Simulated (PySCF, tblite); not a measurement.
Isomers of [C5H11F3P]+ (charge +1), one GFN2-xTB conformer each. Single-point energies are computed at PBE0/pcSseg-1 (PySCF, gas phase, no added dispersion term), electronic only.

| SMILES | GFN2-xTB relative energy (kJ/mol) |
| --- | --- |
| CC[P@H+](C)CC(F)(F)F | 34.2 |
| C[PH+](C)CCC(F)(F)F | 0.0 |

Conformers: `[CH3:1][CH2:2][P@H+:3]([CH3:4])[CH2:5][C:6]([F:7])([F:8])[F:9]` (charge +1) with C1–C2–P3–C4 -176°, C2–P3–C5–C6 176°; `[CH3:1][PH+:2]([CH3:3])[CH2:4][CH2:5][C:6]([F:7])([F:8])[F:9]` (charge +1) with C1–P2–C4–C5 -178°, P2–C4–C5–C6 -50°.

Q: What does PBE0/pcSseg-1 give for the same structures?

A: 
```
              SMILES  PBE0/pcSseg-1 E (Eh)  PBE0/pcSseg-1 (kJ/mol)  GFN2-xTB (kJ/mol)  point group
 C[PH+](C)CCC(F)(F)F            -837.11416                     0.0                0.0           C1
CC[P@H+](C)CC(F)(F)F            -837.10289                    29.6               34.2           C1
```

Both levels put the same isomer lowest. 

Q: Which frontier levels and rotational constants go with these structures?

A: 
```
              SMILES  HOMO (eV, PBE0/pcSseg-1)  LUMO (eV)       A, B, C (MHz)
 C[PH+](C)CCC(F)(F)F                    -14.68      -3.88  2574, 816.1, 758.6
CC[P@H+](C)CC(F)(F)F                    -14.57      -4.05  2268, 820.2, 697.2
```

Q: What happens when harmonic zero-point energies from GFN2-xTB frequencies are added?

A: 
| SMILES | ZPE (kJ/mol) | electronic (kJ/mol) | with ZPE (kJ/mol) |
| --- | --- | --- | --- |
| C[PH+](C)CCC(F)(F)F | 397.9 | 0.0 | 0.0 |
| CC[P@H+](C)CC(F)(F)F | 397.6 | 29.6 | 29.3 |

The zero-point energies span 0.3 kJ/mol. The order is unchanged.
